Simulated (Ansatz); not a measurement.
`N#C[CH2][AlH2]` → `N#[C][AlH2]` + `[CH2]` (triplet) at 298.15 K and 1 bar (formal loss of a carbene).

Calculated with Ansatz (gas phase, PBE0-D4/def2-TZVP geometries, no zero-point term in ΔE). CBS: MP2 limit from def2 TZ/QZ plus the TZ coupled-cluster correction, frozen cores. This one scheme is used for every species. Triplets are unrestricted, without spin–orbit coupling.

| species | CCSD(T)/CBS energy (Eh) | H − E (kJ/mol) | S (J/(mol·K)) |
| --- | --- | --- | --- |
| `N#C[CH2][AlH2]` | -375.19563 | 144.8 | 317.2 |
| `N#[C][AlH2]` | -335.94780 | 69.3 | 270.3 |
| `[CH2]` (triplet) | -39.09499 | 55.4 | 195.3 |

H − E and S are ideal-gas, rigid-rotor, harmonic terms from PBE0-D4/def2-TZVP, with the whole ground term of open shells counted as degenerate. 1 Eh = 2625.50 kJ/mol, R = 8.31446 J/(mol·K).

**Question.** By hand: ΔE, ΔH, ΔS and ΔG.

**Answer.** ΔE = (-335.94780) + (-39.09499) − (-375.19563) = 0.15284 Eh = 401.3 kJ/mol. Δ(H − E) = 69.3 + 55.4 − 144.8 = -20.1, so ΔH = 381.2 kJ/mol. ΔS = 270.3 + 195.3 − 317.2 = 148.4 J/(mol·K). ΔG = 381.2 − 298.15 × (148.4)/1000 = 337.0 kJ/mol.

**Question.** By hand: the equilibrium constant, and the temperature at which ΔG would vanish if ΔH and ΔS stayed fixed.

**Answer.** log₁₀ K = −ΔG/(RT ln 10) = -59.0. ΔG = 0 at ΔH/ΔS = 2569 K, far beyond where these terms or the molecules hold.

The number of gas molecules changes by +1, which sets the sign of ΔS. A doubt of 5 kJ/mol in ΔE shifts log₁₀ K by 0.9 here. Modes under 60 cm⁻¹, often nearly free rotors, make the harmonic entropy too high. A triplet takes part, so the spin changes. These are equilibria of isolated gas molecules and say nothing of rates. Largest T1 diagnostic: 0.013 (customary marks: 0.02 for closed shells, 0.045 for open ones).
